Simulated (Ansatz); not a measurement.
The same substitution along the group F, Cl, Br.

Gas-phase electronic energies from Ansatz, PBE0-D4/def2-TZVP geometries. CBS: MP2 limit from def2 TZ/QZ plus the TZ coupled-cluster correction, frozen cores. This one scheme is used for every species. DFT in def2-TZVPP. B3LYP here is the variant with VWN-RPA as its local correlation; programs differ in this. For Br outer-core shells are correlated without core-valence functions, which leaves a few kJ/mol of doubt a bond. Scalar relativity is left out up to krypton. One conformer a species, not always the lowest.

```tsv
reaction	B3LYP-D4 (kJ/mol)	ωB97X-V (kJ/mol)
`CC(F)F` + `C[CH2][Al]([OH])[SH]` → `C[CH2][Al]([SH])[O]C` + `FCF`	79	85
`CC(Cl)Cl` + `C[CH2][Al]([OH])[SH]` → `C[CH2][Al]([SH])[O]C` + `ClCCl`	67	71
`CC(Br)Br` + `C[CH2][Al]([OH])[SH]` → `C[CH2][Al]([SH])[O]C` + `BrCBr`	64	67
```

Question: Give the CCSD(T)/CBS values in the same order. (An estimate is asked.)

Answer: Ansatz gave: 90, 79, 78 kJ/mol.

Largest T1 diagnostic: 0.011, for `C[CH2][Al]([SH])[O]C`.
